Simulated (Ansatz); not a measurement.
Reaction (formal exchange of groups at a B–O bond): `FB(Cl)[O][InH2]` + `C=CC(=N)F` → `N=C(F)B(F)Cl` + `C=C[O][InH2]`

Gas-phase electronic energies from Ansatz, PBE0-D4/def2-TZVP geometries. CBS: MP2 limit from def2 TZ/QZ plus the TZ coupled-cluster correction, frozen cores. DFT in def2-TZVPP. B3LYP here is the variant with VWN-RPA as its local correlation; programs differ in this. HSE06 is defined as in plane-wave codes. def2 core potentials past Kr. For In outer-core shells are correlated without core-valence functions, which leaves a few kJ/mol of doubt a bond. One conformer a species, not always the lowest.

| level | ΔE (kJ/mol) | difference from CCSD(T)/CBS |
| --- | --- | --- |
| LDA (SPW92) | 193.3 | -18.5 |
| PBE-D4 | 190.9 | -20.9 |
| revPBE-D4 | 189.3 | -22.5 |
| BLYP-D4 | 193.3 | -18.5 |
| r2SCAN-D4 | 205.4 | -6.4 |
| B97M-V | 207.5 | -4.3 |
| PBE0-D4 | 203.7 | -8.1 |
| B3LYP-D4 | 204.2 | -7.6 |
| r2SCANh-D4 | 208.8 | -3.0 |
| r2SCAN0-D4 | 213.4 | 1.6 |
| HSE06-D4 | 203.7 | -8.1 |
| BHLYP-D4 | 217.0 | 5.2 |
| CAM-B3LYP-D4 | 209.0 | -2.8 |
| ωB97X-V | 205.3 | -6.5 |
| ωB97M-V | 207.5 | -4.3 |
| B2PLYP | 209.9 | -1.9 |
| PBE-QIDH | 214.1 | 2.3 |
| revPBE | 191.5 | -20.3 |
| r2SCAN | 205.8 | -6.0 |
| PBE0 | 204.9 | -6.9 |
| B3LYP | 206.4 | -5.4 |
| r2SCANh | 209.2 | -2.6 |
| r2SCAN0 | 213.8 | 2.0 |
| HSE06 | 204.8 | -7.0 |
| BHLYP | 218.9 | 7.1 |
| LC-ωPBE | 208.2 | -3.6 |
| RPA@PBE/def2-TZVPP | 203.5 | -8.3 |
| MP2/def2-SVP | 223.5 | 11.7 |
| CCSD/def2-SVP | 219.5 | 7.7 |
| CCSD(T)/def2-SVP | 216.1 | 4.3 |
| HF/def2-TZVPP | 229.1 | 17.3 |
| MP2/def2-TZVPP | 216.9 | 5.1 |
| SCS-MP2/def2-TZVPP | 216.2 | 4.4 |
| CCSD/def2-TZVPP | 215.5 | 3.7 |
| CCSD(T)/def2-TZVPP | 211.8 | 0.0 |
| MP2/def2-QZVPP | 217.0 | 5.2 |
| SCS-MP2/def2-QZVPP | 216.7 | 4.9 |
| HF/CBS(def2) | 229.4 | 17.6 |
| MP2/CBS(def2) | 216.9 | 5.1 |
| CCSD/CBS(def2) | 215.5 | 3.7 |
| CCSD(T)/CBS | 211.8 | 0 |

What do rigid-rotor, harmonic-oscillator terms from PBE0-D4/def2-TZVP frequencies (298.15 K, 1 bar) make of the CCSD(T)/CBS value? (An estimate is asked.)

The calculation gave: ΔZPE = -3.7 kJ/mol, ΔH = +208.3 kJ/mol, ΔS = -8 J/(mol·K), ΔG = +210.7 kJ/mol. Modes under 50 cm⁻¹ make the entropy rough.

Largest T1 diagnostic among the species: 0.017.

From PBE to PBE0 (25 % exact exchange), in def2-TZVPP and without D4, ΔE moves by +12.7 kJ/mol. At CCSD(T), def2-SVP lies +4.3 kJ/mol from the extrapolated value and def2-TZVPP −0.0 kJ/mol. In def2-TZVPP, CCSD(T) changes the Hartree–Fock value by −17.3 kJ/mol (the triples alone add −3.7 kJ/mol) and MP2 by −12.2 kJ/mol.

CCSD(T)/CBS has its own doubt, a few kJ/mol and more with outer-core shells, so smaller differences from it don't rank the levels.
